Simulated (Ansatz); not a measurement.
`C[O][Mo](=[O])(=[O])[OH]` + `[Na][SH]` → `C[S][Na]` + `[O]=[Mo](=[O])([OH])[OH]`  (substitution at a C–O bond)

Gas-phase electronic energies from Ansatz, PBE0-D4/def2-TZVP geometries. CCSD(T)/CBS is the MP2 limit (def2-TZVPP, def2-QZVPP) plus CCSD(T) − MP2 in def2-TZVPP, frozen cores. DFT in def2-TZVPP. Elements past krypton have def2 core potentials. For Mo, Na outer-core shells are correlated without core-valence functions, which leaves a few kJ/mol of doubt a bond. Each species was taken in one conformer, which may not be the lowest.

```tsv
level	ΔE (kcal/mol)
ωB97X-V	-0.3
BHLYP	0.4
MP2/def2-QZVPP	-1.5
SCS-MP2/def2-QZVPP	-0.9
```

(1) What does CCSD(T)/CBS give? (An estimate is asked.)

Largest T1 diagnostic among the species: 0.025, so the coupled-cluster value is less sure than usual.

## Answers

(1) The calculation gave: -0.9 kcal/mol. The listed levels differ from it by 0.6, 1.3, -0.6, 0.0 kcal/mol.

At CCSD(T), def2-SVP lies +5.0 kcal/mol from the extrapolated value and def2-TZVPP +0.9 kcal/mol. In def2-TZVPP, CCSD(T) changes the Hartree–Fock value by −1.5 kcal/mol (the triples alone add +0.0 kcal/mol) and MP2 by −2.5 kcal/mol.

CCSD(T)/CBS has its own doubt, a few kJ/mol and more with outer-core shells, so smaller differences from it don't rank the levels.
